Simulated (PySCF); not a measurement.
SbHBr₂, SMILES [Br][SbH][Br]. Geometry: PBE-D3(BJ)/def2-SVP. The structure was generated by enumeration; whether it is a known compound was not checked. The def2 effective core potentials stand for the cores of Sb; spin–orbit coupling is left out.

Computed equilibrium geometry at PBE-D3(BJ)/def2-SVP (PySCF confirms it by a frequency run) as bond lengths and angles, and its point group:
point group Cs.
Atoms: Sb1 H2 Br3 Br4. Bonds (Å): Sb1–H2 1.745, Sb1–Br3 2.551, Sb1–Br4 2.551. Bond angles (°): H2–Sb1–Br3 92.7, H2–Sb1–Br4 92.7, Br3–Sb1–Br4 101.5.
Charge 0, spin multiplicity 1.
